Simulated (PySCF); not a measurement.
**Spinor energies of As²⁺ (arsenic, charge +2)**

Start: [Ar] 3d10 4s2 4p1; 4p3/2 filled at m_j = +3/2. Calculated with PySCF 2.14 in x2c-TZVPall-2c with one added diffuse shell each of s, p, d type (7s8p5d1f, 63 functions): generalised Hartree-Fock with the X2C-1e Hamiltonian and a Gaussian nucleus; one run each with spin-orbit coupling (SO) switched off, then screened by Boettger's factors. This is a chosen level, not necessarily the ground level.

| spinor shell | electrons | ε, spin-free (eV) | ε, screened SO (eV) | weight of nominal j (screened SO) | rms radius, screened SO (bohr) |
| --- | --- | --- | --- | --- | --- |
| 1s1/2 | 2 | -11966.8 | -11966.5 | 1.000 | 0.0524 |
| 2s1/2 | 2 | -1594.1 | -1594.1 | 1.000 | 0.219 |
| 2p1/2 | 2 | -1395.5 | -1420.6 | 1.000 | 0.194 |
| 3s1/2 | 2 | -246.91 | -246.95 | 1.000 | 0.639 |
| 3p1/2 | 2 | -183.09 | -186.70 | 0.999 | 0.660 |
| 3p3/2 | 4 | -183.09 | -181.42 | 1.000 | 0.670 |
| 3d3/2 | 4 | -77.927 | -78.422 | 0.981 | 0.743 |
| 3d5/2 | 6 | -77.927 | -77.663 | 0.987 | 0.748 |
| 4s1/2 | 2 | -37.540 | -37.560 | 0.999 | 1.97 |
| 4p3/2 | 1 | -27.597 | -27.472 | 1.000 | 2.34 |

Task: Where does 2p3/2 lie, and what is the 2p spin-orbit splitting (screened SO)?

Result: At -1383.5 eV, 37.113 eV above 2p1/2.

```csv
quantity,spin-free,screened SO
E (hartree),-2257.95440,-2258.04445
M_J,3/2,3/2
⟨J²⟩,3.759,3.759
⟨L²⟩,2.007,2.009
⟨S²⟩,0.752,0.754
```

Each row is a mean over spinors that exchange with the open shell spreads, by up to 2.722 eV (4s1/2).

Without spin-orbit coupling the j labels of p, d and f shells carry no meaning; the spin-free column gives the mean over the occupied spinors of each nl shell.
